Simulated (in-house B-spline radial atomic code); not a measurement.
Ionisation energies along the 25-electron series, configuration [Ar] 3d7, as differences of self-consistent energies. Dirac energy differences include first-order Breit, QED and recoil terms. NIST's values go from ground level to ground level; the uncertainty of those that are theory runs from under 0.1 % in few-electron ions to several per cent in heavy many-electron ones. Computed with a B-spline radial code for spherical atoms: Dirac-Hartree-Fock, average of the configuration, finite nuclei.

```json
{"ion": "Ba31+", "configuration after": "[Ar] 3d6", "ionisation energy (eV)": "1965.0", "IE/(q+1)² (eV)": "1.9189", "Breit and QED recoil part (eV)": "-0.92369", "tabulated value (eV)": "1958", "tabulated kind": "tabulated theory", "computed minus tabulated (eV)": "7"}
{"ion": "La32+", "configuration after": "[Ar] 3d6", "ionisation energy (eV)": "2077.9", "IE/(q+1)² (eV)": "1.9081", "Breit and QED recoil part (eV)": "-1.0092", "tabulated value (eV)": "2069", "tabulated kind": "tabulated theory", "computed minus tabulated (eV)": "9"}
{"ion": "Ce33+", "configuration after": "[Ar] 3d6", "ionisation energy (eV)": "2193.8", "IE/(q+1)² (eV)": "1.8978", "Breit and QED recoil part (eV)": "-1.0995", "tabulated value (eV)": "2185", "tabulated kind": "tabulated theory", "computed minus tabulated (eV)": "9"}
{"ion": "Pr34+", "configuration after": "[Ar] 3d6", "ionisation energy (eV)": "2312.9", "IE/(q+1)² (eV)": "1.8881", "Breit and QED recoil part (eV)": "-1.1949", "tabulated value (eV)": "2304", "tabulated kind": "tabulated theory", "computed minus tabulated (eV)": "9"}
{"ion": "Nd35+", "configuration after": "[Ar] 3d6", "ionisation energy (eV)": "2435.0", "IE/(q+1)² (eV)": "1.8788", "Breit and QED recoil part (eV)": "-1.2955", "tabulated value (eV)": "2425", "tabulated kind": "tabulated theory", "computed minus tabulated (eV)": "10"}
{"ion": "Pm36+", "configuration after": "[Ar] 3d6", "ionisation energy (eV)": "2560.2", "IE/(q+1)² (eV)": "1.8701", "Breit and QED recoil part (eV)": "-1.4013", "tabulated value (eV)": "2549", "tabulated kind": "tabulated theory", "computed minus tabulated (eV)": "11"}
{"ion": "Sm37+", "configuration after": "[Ar] 3d6", "ionisation energy (eV)": "?", "IE/(q+1)² (eV)": "?", "Breit and QED recoil part (eV)": "?", "tabulated value (eV)": "?", "tabulated kind": "tabulated theory", "computed minus tabulated (eV)": "?"}
{"ion": "Eu38+", "configuration after": "[Ar] 3d6", "ionisation energy (eV)": "?", "IE/(q+1)² (eV)": "?", "Breit and QED recoil part (eV)": "?", "tabulated value (eV)": "?", "tabulated kind": "tabulated theory", "computed minus tabulated (eV)": "?"}
{"ion": "Gd39+", "configuration after": "[Ar] 3d6", "ionisation energy (eV)": "2954.3", "IE/(q+1)² (eV)": "1.8464", "Breit and QED recoil part (eV)": "-1.7518", "tabulated value (eV)": "2941", "tabulated kind": "tabulated theory", "computed minus tabulated (eV)": "13"}
{"ion": "Tb40+", "configuration after": "[Ar] 3d6", "ionisation energy (eV)": "3091.9", "IE/(q+1)² (eV)": "1.8393", "Breit and QED recoil part (eV)": "-1.8801", "tabulated value (eV)": "3078", "tabulated kind": "tabulated theory", "computed minus tabulated (eV)": "14"}
{"ion": "Dy41+", "configuration after": "[Ar] 3d6", "ionisation energy (eV)": "?", "IE/(q+1)² (eV)": "?", "Breit and QED recoil part (eV)": "?", "tabulated value (eV)": "?", "tabulated kind": "tabulated theory", "computed minus tabulated (eV)": "?"}
{"ion": "Ho42+", "configuration after": "[Ar] 3d6", "ionisation energy (eV)": "3376.3", "IE/(q+1)² (eV)": "1.826", "Breit and QED recoil part (eV)": "-2.1548", "tabulated value (eV)": "3359", "tabulated kind": "tabulated theory", "computed minus tabulated (eV)": "17"}
{"ion": "Er43+", "configuration after": "[Ar] 3d6", "ionisation energy (eV)": "3523.2", "IE/(q+1)² (eV)": "1.8198", "Breit and QED recoil part (eV)": "-2.3015", "tabulated value (eV)": "3505", "tabulated kind": "tabulated theory", "computed minus tabulated (eV)": "18"}
```

Fill in the row of Sm37+.

ionisation energy (eV): 2688.5; IE/(q+1)² (eV): 1.8618; Breit and QED recoil part (eV): -1.5125; tabulated value (eV): 2676; computed minus tabulated (eV): 12.

Fill in the row of Eu38+.

ionisation energy (eV): 2819.8; IE/(q+1)² (eV): 1.8539; Breit and QED recoil part (eV): -1.6293; tabulated value (eV): 2807; computed minus tabulated (eV): 13.

Fill in the row of Dy41+.

ionisation energy (eV): 3232.5; IE/(q+1)² (eV): 1.8325; Breit and QED recoil part (eV): -2.0144; tabulated value (eV): 3217; computed minus tabulated (eV): 16.

Where a p, d or f electron is removed, the computed value is a mean over both j, so it misses the tabulated one by a part of the spin-orbit splitting; averaging over terms and missing correlation add to the gap, relatively most at low charge.
